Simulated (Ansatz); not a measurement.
`Cl[SiH2][GeH3]` + H₂O → `O[SiH2][GeH3]` + HCl at 700 K and 1 bar (formal hydrolysis of the Si–Cl bond).

Computed with Ansatz on PBE0-D4/def2-TZVP structures; ΔE is electronic, products minus reactants. CBS: MP2 limit from def2 TZ/QZ plus the TZ coupled-cluster correction, frozen cores. This one scheme is used for every species. For Ge outer-core shells are correlated without core-valence functions, which leaves a few kJ/mol of doubt a bond. Scalar relativity is left out up to krypton. Each species was taken in one conformer, which may not be the lowest.

| species | CCSD(T)/CBS energy (Eh) | H − E (kJ/mol) | S (J/(mol·K)) |
| --- | --- | --- | --- |
| `Cl[SiH2][GeH3]` | -2828.01436 | 176.2 | 434.7 |
| H₂O | -76.37941 | 80.5 | 218.4 |
| `O[SiH2][GeH3]` | -2444.00682 | 213.5 | 441.5 |
| HCl | -460.38127 | 38.4 | 211.8 |

H − E and S are ideal-gas, rigid-rotor, harmonic terms from PBE0-D4/def2-TZVP, for one conformer and one mirror image of each species. 1 Eh = 2625.50 kJ/mol, R = 8.31446 J/(mol·K).

By hand: ΔE, ΔH, ΔS and ΔG.

ΔE = (-2444.00682) + (-460.38127) − (-2828.01436) − (-76.37941) = 0.00568 Eh = 14.9 kJ/mol. Δ(H − E) = 213.5 + 38.4 − 176.2 − 80.5 = -4.8, so ΔH = 10.1 kJ/mol. ΔS = 441.5 + 211.8 − 434.7 − 218.4 = 0.2 J/(mol·K). ΔG = 10.1 − 700 × (0.2)/1000 = 10.0 kJ/mol.

By hand: the equilibrium constant, and the temperature at which ΔG would vanish if ΔH and ΔS stayed fixed.

log₁₀ K = −ΔG/(RT ln 10) = -0.7. ΔG = 0 at ΔH/ΔS = 50500 K, far beyond where these terms or the molecules hold.

The number of gas molecules stays the same, so ΔS is small and ΔH decides. A doubt of 5 kJ/mol in ΔE shifts log₁₀ K by 0.4 here. Other conformers and mirror images would add mixing entropy, several J/(mol·K) or more a flexible species. These are equilibria of isolated gas molecules and say nothing of rates. Largest T1 diagnostic: 0.012 (customary marks: 0.02 for closed shells, 0.045 for open ones).
